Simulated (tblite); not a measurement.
Compound: C₆H₁₂SSi.
SMILES with atom numbers: `[CH:1]#[C:2][SiH2:3][S:4][C:5]([CH3:6])([CH3:7])[CH3:8]` (hydrogens: H9 on C1; H10, H11 on Si3; H12, H13, H14 on C6; H15, H16, H17 on C7; H18, H19, H20 on C8)

Geometry (GFN2-xTB, Å), atoms numbered from 1 in this order:
```xyz
20
C6H12SSi angstrom
C      2.0736   -3.1633   -0.4647
C      1.7485   -2.3668    0.3759
Si     1.2468   -1.0975    1.6253
S      1.1204    0.8520    0.7338
C     -0.4104    0.8846   -0.3256
C     -0.4041   -0.2948   -1.2866
C     -0.3347    2.1983   -1.0974
C     -1.6392    0.8692    0.5729
H      2.3606   -3.8689   -1.1911
H     -0.0477   -1.4949    2.1768
H      2.2864   -0.9210    2.6264
H      0.5226   -0.3164   -1.8561
H     -1.2370   -0.2053   -1.9829
H     -0.4991   -1.2392   -0.7541
H      0.5675    2.2285   -1.7036
H     -0.3121    3.0402   -0.4093
H     -1.2005    2.3004   -1.7495
H     -2.5389    0.9995   -0.0270
H     -1.5872    1.6789    1.2979
H     -1.7205   -0.0729    1.1104
```

Calculated harmonic vibrations of the isolated species, GFN2-xTB (tblite), most abundant isotopes, no scaling. Against measured fundamentals such values can be off by several per cent, at times by over 20. Modes of hydrogen on silicon can be 10 to 20 % off. One conformer, not necessarily the lowest.

Harmonic wavenumbers (cm⁻¹): 25.4, 60.9, 99.4, 151.0, 192.1, 210.2, 234.1, 246.4, 257.9, 281.7, 303.2, 353.1, 394.0, 398.3, 467.5, 511.1, 579.0, 610.5, 660.3, 679.9, 685.3, 724.1, 750.4, 851.5, 961.0, 962.4, 966.8, 1032.6, 1034.7, 1174.4, 1235.7, 1241.4, 1402.4, 1405.0, 1424.5, 1477.4, 1487.3, 1488.8, 1493.8, 1495.6, 1506.2, 2202.8, 2255.4, 2336.3, 3008.2, 3010.2, 3017.8, 3024.9, 3031.9, 3035.1, 3036.1, 3039.2, 3042.7, 3352.0.

A = 2234, B = 908.1, C = 798.9 MHz; mass 144.043 u (most abundant isotopes); point group C1, symmetry number 1.

**Question.** Zero-point energy?

**Answer.** Half the sum of the wavenumbers: 34455 cm⁻¹ = 412.17 kJ/mol.

**Question.** Entropy at 298.15 K, 1 bar (ideal gas, RRHO, classical rotation)?

**Answer.** Translation 170.84, rotation 124.15, vibration 154.84: S = 449.8 J/(mol K).

**Question.** And Cp and H(298.15 K) − H(0)?

**Answer.** Cp = 189.56 J/(mol K), of which vibrations give 156.31 (their classical limit is 54 R = 449.0); H(298.15 K) − H(0) = 34.15 kJ/mol without the zero-point energy, 24.23 from vibrations.

**Question.** What must be added to the electronic energy to get the Gibbs energy at 298.15 K and 1 bar?

**Answer.** ZPE + [H(298.15 K) − H(0)] − T·S = 412.17 + 34.15 − 134.12 = 312.20 kJ/mol.

**Question.** Which modes carry the vibrational entropy at 298.15 K?

**Answer.** 25.4 cm⁻¹: 25.77; 60.9 cm⁻¹: 18.53; 99.4 cm⁻¹: 14.50; 151.0 cm⁻¹: 11.13; 192.1 cm⁻¹: 9.24; 210.2 cm⁻¹: 8.54 J/(mol K); the other 48 give 67.13 together.

**Question.** How do the functions run with temperature in this model?

**Answer.** 
```
 T (K)  S (J/(mol K))  Cp (J/(mol K))  H − H(0) (kJ/mol)  G − H(0) (kJ/mol)  ln q(vib)
    50          254.4            57.3               2.22             -10.50       0.93
   100          303.8            89.2               5.87             -24.51       2.37
373.15          495.7           219.4              49.51            -135.45      11.28
   500          566.0           261.6              80.12            -202.87      15.25
   750          684.3           322.2             153.60            -359.64      22.50
  1000          783.1           363.8             239.67            -543.41      29.04
```

q(vib) and H(0) count from the zero-point level.

**Question.** Blend soft modes into free rotors: weight 1/[1 + (100 cm⁻¹/ν̃)⁴] for the oscillator and the rest for a rotor with moment μB/(μ + B), μ = h/(8π²ν), B = 10⁻⁴⁴ kg m². What vibrational entropy results?

**Answer.** 141.51 J/(mol K) in place of 154.84, which changes −T·S at 298.15 K by +3.98 kJ/mol.

Hindered rotation and anharmonicity are outside this model. Other conformers, if any are populated, would add a mixing term that is left out. The structure is chiral; the term R ln 2 for an equal mix with its mirror image is left out.

Hardware: one thread of an Arm Neoverse N1, shared host with 64 logical CPUs at a one-minute load of 56. Cost: 1.6 s wall. The figure is for the frequency step alone.
